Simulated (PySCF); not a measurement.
Species: AlBr2F.
Structure used (PBE0-D3(BJ)/def2-SVP), in Å, numbered top down from 1:
```xyz
4
AlBr2F angstrom
F     -0.0590    1.7435   -0.0088
Al    -0.0219    0.0916   -0.0193
Br     1.9629   -0.9116   -0.0023
Br    -1.9493   -1.0207   -0.0496
```

Theory: PBE0-D3(BJ)/def2-SVP geometry optimisation, gas phase (PySCF).

(1) Which atoms are bound to Al2, and at what distances?

(2) List the angles at Al2.

(3) What is the shape at Al2?

(4) What are the rotational constants (commonest isotopes, rigid rotor)?

Results:

(1) 3 atoms: F1 1.652 Å, Br3 2.224 Å, Br4 2.226 Å.

(2) 
```json
{"angle": "Br3–Al2–Br4", "degrees": "123.2", "distance of the outer atoms (Å)": "3.91"}
{"angle": "F1–Al2–Br4", "degrees": "118.7", "distance of the outer atoms (Å)": "3.35"}
{"angle": "F1–Al2–Br3", "degrees": "118.1", "distance of the outer atoms (Å)": "3.34"}
```

(3) Planar: angles 123.2°, 118.7° and 118.1°, sum 360.0°, 0.00 Å off the plane of its three neighbours. Differences among atoms that C2v makes equivalent are scatter left by the optimiser.

(4) A = 3653, B = 836.1, C = 680.4 MHz: an asymmetric top.

Point group: C2v (every atom within 0.08 Å of its image). Charge 0, singlet. Not checked by PBE0-D3(BJ)/def2-SVP frequencies.
